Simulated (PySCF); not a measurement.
An unknown gives this computed stick spectrum. Theory: TDDFT CAM-B3LYP/def2-SVPD, vertical, gas phase, core orbitals frozen in the response in PySCF. Geometries: GFN2-xTB, one conformer each.

| state | E (eV) | f |
| --- | --- | --- |
| S1 | 5.32 | 0.0098 |
| S2 | 5.98 | 0.0076 |
| S3 | 6.76 | 0.0004 |
| S4 | 6.88 | 0.0043 |
| S5 | 7.07 | 0.030 |
| S6 | 7.18 | 0.0022 |
| S7 | 7.58 | 0.0004 |
| S8 | 7.79 | 0.010 |

**Question.** Which structure fits? All have the formula C6H7FO.
A. `C=CC1(C(=O)F)CC1`
B. `CC#CC(=O)[C@H](C)F`
C. `FCC1=CCC=CO1`
D. `CO/C(=C(/C#C)C)F`
E. `C#C/C(C)=C(/F)OC`

**Answer.** C. Its S1 lies at 5.32 eV; the nearest of the others has S1 at 5.61 eV. S1 is HOMO→LUMO (98%). Löwdin shares by element: HOMO carbon 46% or more, oxygen 22% (atoms not listed hold the other 33%); LUMO carbon 66% or more (atoms not listed hold the other 34%). At the same level the other candidates give, for their lowest levels:
- `C#C/C(C)=C(\F)OC`: 5.70 eV (f 0.427); 5.78 eV (f 0.000); 5.82 eV (f 0.000); 6.14 eV (f 0.000); 6.67 eV (f 0.027); T1 3.52 eV; HOMO -7.43, LUMO 0.99 eV
- `C=CC1(C(=O)F)CC1`: 6.11 eV (f 0.001); 6.48 eV (f 0.075); 6.94 eV (f 0.341); 7.30 eV (f 0.052); 7.78 eV (f 0.001); T1 4.21 eV; HOMO -8.91, LUMO 0.48 eV
- `C#C/C(C)=C(/F)OC`: 5.61 eV (f 0.001); 5.67 eV (f 0.374); 5.92 eV (f 0.000); 6.12 eV (f 0.000); 6.78 eV (f 0.031); T1 3.52 eV; HOMO -7.44, LUMO 1.00 eV
- `CC#CC(=O)[C@H](C)F`: 4.04 eV (f 0.000); 4.71 eV (f 0.000); 5.68 eV (f 0.168); 7.02 eV (f 0.000); 7.41 eV (f 0.035); T1 3.52 eV; HOMO -9.31, LUMO -0.71 eV

The values belong to the conformer `[F:1][CH2:2][C:3]1=[CH:4][CH2:5][CH:6]=[CH:7][O:8]1`: F1–C2–C3–C4 0°.
Triplets come from the Tamm–Dancoff approximation.
